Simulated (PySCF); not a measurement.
Broadened absorption spectrum of C8H21ClSSi2

Species: C8H21ClSSi2.
Geometry (PBE0-D3(BJ)/def2-SVP, Å), atoms numbered from 1 in this order:
```
atom  x, y, z in Å
C1    -5.231    1.540    0.798
C2    -4.153    0.493    0.566
C3    -2.745    1.076    0.551
C4    -1.678    0.019    0.322
S5    -0.012    0.783    0.326
Si6    1.248   -0.935   -0.002
C7     1.083   -2.198    1.384
C8     0.894   -1.756   -1.658
Si9    3.404   -0.034   -0.017
C10    3.684    1.166   -1.426
C11    3.905    0.712    1.626
Cl12   4.608   -1.732   -0.355
H13   -5.088    2.053    1.763
H14   -6.236    1.091    0.805
H15   -5.214    2.311    0.011
H16   -4.215   -0.284    1.348
H17   -4.341   -0.027   -0.390
H18   -2.667    1.845   -0.237
H19   -2.544    1.594    1.504
H20   -1.724   -0.748    1.112
H21   -1.841   -0.484   -0.644
H22    1.860   -2.970    1.264
H23    1.213   -1.723    2.368
H24    0.101   -2.695    1.363
H25   -0.088   -2.256   -1.662
H26    1.666   -2.516   -1.859
H27    0.911   -1.017   -2.474
H28    3.008    2.028   -1.313
H29    3.474    0.691   -2.396
H30    4.723    1.531   -1.434
H31    3.818   -0.028    2.436
H32    3.242    1.560    1.862
H33    4.944    1.073    1.595
```

Method used: TDDFT CAM-B3LYP/def2-SVPD, vertical, gas phase, core orbitals frozen in the response (PySCF 2.14.0, density-fitted response routines).

Computed states:

| state | E (eV) | f |
| --- | --- | --- |
| S1 | 5.61 | 0.0014 |
| S2 | 6.28 | 0.030 |
| S3 | 6.48 | 0.108 |
| S4 | 6.73 | 0.011 |
| S5 | 6.77 | 0.025 |
| S6 | 6.94 | 0.0052 |
| S7 | 7.12 | 0.074 |
| S8 | 7.22 | 0.014 |
| S9 | 7.24 | 0.0011 |
| S10 | 7.28 | 0.010 |

Broadening: Gaussians 0.5 eV wide at half height, area fixed by f = 4.319×10⁻⁹ ∫ε dν̃. The width is an assumption, not a result. The curve ends short of the highest state used, and states not computed would add to its high-energy end.

(1) Give the broadened spectrum and its maxima.

(2) On this curve, what absorbance would a 10⁻³ mol/L sample give at 222 nm over a 1 cm path?

(3) Coming from long wavelengths, where does ε first pass 100 L mol⁻¹ cm⁻¹?

Answers

(1) 
| λ (nm) | ε (L mol⁻¹ cm⁻¹) |
| --- | --- |
| 185.5 | 6468 |
| 186.8 | 6948 |
| 188.1 | 7374 |
| 189.3 | 7657 |
| 190.6 | 7797 |
| 191.9 | 7732 |
| 193.1 | 7485 |
| 194.4 | 7034 |
| 195.7 | 6428 |
| 197.0 | 5716 |
| 198.2 | 5009 |
| 199.5 | 4236 |
| 200.8 | 3496 |
| 202.0 | 2867 |
| 203.3 | 2263 |
| 204.6 | 1750 |
| 205.8 | 1355 |
| 207.1 | 1011 |
| 208.4 | 743 |
| 209.6 | 554 |
| 210.9 | 402 |
| 212.2 | 294 |
| 213.4 | 224 |
| 214.7 | 172 |
| 216.0 | 138 |
| 217.2 | 118 |
| 218.5 | 104 |
| 219.8 | 95 |
| 221.0 | 89 |
| 222.3 | 84 |
| 223.6 | 78 |
| 224.9 | 72 |
| 226.1 | 67 |
| 227.4 | 60 |
| 228.7 | 53 |
| 229.9 | 47 |
| 231.2 | 40 |
| 232.5 | 34 |
| 233.7 | 28 |
| 235.0 | 23 |
| 236.3 | 18 |
| 237.5 | 15 |
| 238.8 | 11 |
| 240.1 | 9 |
| 241.3 | 7 |
| 242.6 | 5 |
| 243.9 | 4 |
| 245.1 | 3 |
| 246.4 | 2 |
| 247.7 | 1 |
| 248.9 | 1 |
| 250.2 | 1 |
| 251.5 | 0 |
| 252.7 | 0 |
| 254.0 | 0 |
| 255.3 | 0 |

Maxima: 191 nm (6.50 eV), ε about 7800, made up of S2 (12%) and S3 (75%) (ε in L mol⁻¹ cm⁻¹; maxima over ε = 5, shares over 10%).

(2) 222 nm is 5.585 eV, where ε is about 85 L mol⁻¹ cm⁻¹, so A = ε c l ≈ 0.085 (Beer–Lambert, with the gas-phase spectrum and the assumed width).

(3) At about 219 nm (5.66 eV), 0.05 eV above S1.

One conformer stands for the species.

Without π bonds the low states may be Rydberg-like; a valence basis with one diffuse set may place them up to an eV too high.
